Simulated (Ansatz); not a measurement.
`O[B](F)[GeH3]` + H₂ → `O[BH][GeH3]` + H–F at 700 K and 1 bar (hydrogenolysis of a B–F bond).

Calculated with Ansatz (gas phase, PBE0-D4/def2-TZVP geometries, no zero-point term in ΔE). CCSD(T)/CBS is the MP2 limit (def2-TZVPP, def2-QZVPP) plus CCSD(T) − MP2 in def2-TZVPP, frozen cores. This one scheme is used for every species. For Ge outer-core shells are correlated without core-valence functions, which leaves a few kJ/mol of doubt a bond. Scalar relativity is left out up to krypton. Each species was taken in one conformer, which may not be the lowest.

```
        species  CCSD(T)/CBS energy (Eh)  H − E (kJ/mol)  S (J/(mol·K))
`O[B](F)[GeH3]`              -2278.38102           183.5          426.2
             H₂                 -1.17544            46.8          155.3
  `O[BH][GeH3]`              -2179.11235           192.8          399.2
            H–F               -100.39570            45.2          198.5
```

H − E and S are ideal-gas, rigid-rotor, harmonic terms from PBE0-D4/def2-TZVP, for one conformer and one mirror image of each species. The MP2-based limit puts H₂ 0.8 mEh under its directly extrapolated value; such offsets cancel only in part. 1 Eh = 2625.50 kJ/mol, R = 8.31446 J/(mol·K).

By hand: ΔE, ΔH, ΔS and ΔG.

ΔE = (-2179.11235) + (-100.39570) − (-2278.38102) − (-1.17544) = 0.04841 Eh = 127.1 kJ/mol. Δ(H − E) = 192.8 + 45.2 − 183.5 − 46.8 = 7.7, so ΔH = 134.8 kJ/mol. ΔS = 399.2 + 198.5 − 426.2 − 155.3 = 16.2 J/(mol·K). ΔG = 134.8 − 700 × (16.2)/1000 = 123.5 kJ/mol.

By hand: the equilibrium constant, and the temperature at which ΔG would vanish if ΔH and ΔS stayed fixed.

log₁₀ K = −ΔG/(RT ln 10) = -9.2. ΔG = 0 at ΔH/ΔS = 8321 K, far beyond where these terms or the molecules hold.

ΔH outweighs TΔS. A doubt of 5 kJ/mol in ΔE shifts log₁₀ K by 0.4 here. Other conformers and mirror images would add mixing entropy, several J/(mol·K) or more a flexible species. These are equilibria of isolated gas molecules and say nothing of rates. Largest T1 diagnostic: 0.013 (customary marks: 0.02 for closed shells, 0.045 for open ones).
